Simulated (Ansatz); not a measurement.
A made-up structure of B2H3ClO, singlet:

| atom | x (Å) | y (Å) | z (Å) |
| --- | --- | --- | --- |
| O1 | -0.1797 | 0.3946 | -0.3442 |
| B2 | 0.2299 | 1.5409 | 0.2485 |
| B3 | -0.0469 | -1.0798 | 0.4667 |
| Cl4 | 1.3943 | -2.0437 | 0.2293 |
| H5 | 0.1001 | 2.4725 | -0.4132 |
| H6 | -0.5468 | 0.4326 | -1.2413 |
| H7 | -0.8819 | -1.5734 | 1.1664 |

It is relaxed with PBE-D4/def2-SVP and then PBE0-D4/def2-TZVP (Ansatz 0.2.0). Atoms count as bonded within 1.22 times the sum of their covalent radii (H–H: 0.88 Å). The end point is not checked to be a true minimum.

Does its bonding change? (A judgement: the text doesn't fix the answer.)

The calculation gives: Yes. Formed: B2–B3; broken: O1–B3.

Where it ends: The first stage lowers the energy by 4.08 eV in 17 steps. It ends as B₂H₃ClO ([OH][BH][BH][Cl]):
| atom | x (Å) | y (Å) | z (Å) |
| --- | --- | --- | --- |
| O1 | -0.7156 | 0.3627 | -1.3430 |
| B2 | -0.0779 | 0.5374 | -0.1615 |
| B3 | 0.1972 | -0.7757 | 0.8629 |
| Cl4 | 1.7110 | -1.6435 | 0.7288 |
| H5 | 0.2955 | 1.6453 | 0.1467 |
| H6 | -0.8082 | 1.1717 | -1.8531 |
| H7 | -0.5328 | -1.1539 | 1.7315 |

Labels in which every atom is bracketed show which atoms are joined, not bond orders.

For scale, one of the runs: PBE0-D4/def2-TZVP relaxation, 148 basis functions, launched by `ansatz run in.yaml --threads 2 --pin off --events-out ev --progress --plain --max-ram 4352MiB`. Hardware: 2 CPU threads of an Arm Neoverse V1, shared host. Wall time about 22 s.
